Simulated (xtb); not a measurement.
C6H4N2OSe, SMILES c1c[se]c(-c2nnco2)c1. All values are semi-empirical tight-binding results from xtb (GFN2-xTB unless named), good for trends rather than for accurate numbers. Geometry: GFN2-xTB. This is a generated structure with no PubChem entry under its InChIKey; it may be hypothetical. The values are those of a single conformer.

The point group as xtb finds it is Cs. The orbital gap is 2.85 eV and the zero-point energy is 56.1 kcal/mol. The G − E(el) at 298.15 K (modified RRHO) is 34.4 kcal/mol and the static polarisability (D4 model) is 107.5 bohr³. The solvation energy, GFN2-xTB/ALPB(water) is -5.8 kcal/mol and the solvation energy, GFN2-xTB/ALPB(dmso) is -10.1 kcal/mol.
